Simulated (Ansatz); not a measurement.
CH₆ClNSi (`NC[SiH2]Cl`), 10 atoms. Charge 0, multiplicity 1. All runs use 2 threads of an INTEL XEON PLATINUM 8581C on a shared host. Correlated methods freeze the cores.

**Question.** How many basis functions does each run have, and how long does it take in Ansatz? RKS PBE0-D4/def2-TZVP relaxation (7 steps); RKS PBE0-D4/def2-QZVPP energy; RKS ωB97M-V/def2-SVP energy; RHF-CCSD(T)/def2-SVP energy; RKS ωB97M-V/def2-TZVPP energy and forces; RKS ωB97M-V/def2-QZVPP energy; RKS r2SCAN0-D4/def2-TZVPP energy; RHF-MP2/def2-QZVPP energy; RKS PBE0-D4/def2-TZVP frequencies; RKS HSE06 (plane-wave form)-D4/def2-TZVPP energy; RHF-CCSD(T)/def2-TZVPP energy; RKS SPW92 (LDA)/def2-TZVPP energy. (Estimate.)

**Answer.** Ansatz gave: Other jobs shared the machine, so times are rough.

```
                                    level                   job  functions  wall time  peak host memory (GiB)
               RKS SPW92 (LDA)/def2-TZVPP                energy        230      1.2 s                    0.29
                     RHF-CCSD(T)/def2-SVP                energy         94      2.7 s                    0.42
RKS HSE06 (plane-wave form)-D4/def2-TZVPP                energy        230      3.2 s                    0.57
                     RKS ωB97M-V/def2-SVP                energy         94      3.3 s                    0.42
                RKS r2SCAN0-D4/def2-TZVPP                energy        230      3.9 s                    0.56
                   RKS PBE0-D4/def2-QZVPP                energy        434        9 s                     1.3
                   RKS ωB97M-V/def2-TZVPP     energy and forces        230        9 s                    0.78
                   RKS ωB97M-V/def2-QZVPP                energy        434       17 s                     1.6
                       RHF-MP2/def2-QZVPP                energy        434       19 s                     2.3
                    RKS PBE0-D4/def2-TZVP  relaxation (7 steps)        172       22 s                    0.42
                   RHF-CCSD(T)/def2-TZVPP                energy        230       66 s                     3.8
                    RKS PBE0-D4/def2-TZVP           frequencies        172      120 s                    0.42
```
